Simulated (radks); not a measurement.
Spherical quantum dot in the effective-mass picture: electrons in a hard-walled sphere of radius 5.55, all in effective atomic units (hartree* = m*/eps^2 hartree, bohr* = eps/m* bohr), one dielectric constant everywhere. Method: non-relativistic Kohn-Sham, LDA (Slater exchange, Perdew-Wang correlation), spin-polarised, spherical densities; computed with a radial shooting solver with Libxc functionals. Levels are named by radial order and angular momentum (1s, 1p, 1d, 2s, ...), and open shells are averaged over m. Results are scaled to m* = 0.228 and eps = 12.8, for which hartree* = 37.87 meV and bohr* = 2.971 nm.

N = 4, configuration 1s2 1p(up 2, down 0). This is the lowest configuration that the search found. Occupied and some empty levels:

| level | occupation | eigenvalue (meV) | <r> (nm) |
|---|---|---|---|
| 1s up | 1 | 38.040 | 9.613 |
| 1s down | 1 | 39.631 | 9.562 |
| 1p up | 2 | 42.593 | 10.50 |
| 1p down | 0 | 44.247 | 10.51 |
| 1d up | 0 | 49.438 | 11.13 |
| 1d down | 0 | 51.088 | 11.15 |
| 2s up | 0 | 57.618 | 7.793 |
| 1f up | 0 | 58.221 | 11.62 |
| 2s down | 0 | 58.681 | 7.786 |
| 1f down | 0 | 59.839 | 11.64 |

Energy (meV): total 91.1754, kinetic 39.957, external 0, Hartree 80.651, exchange-correlation -29.433.
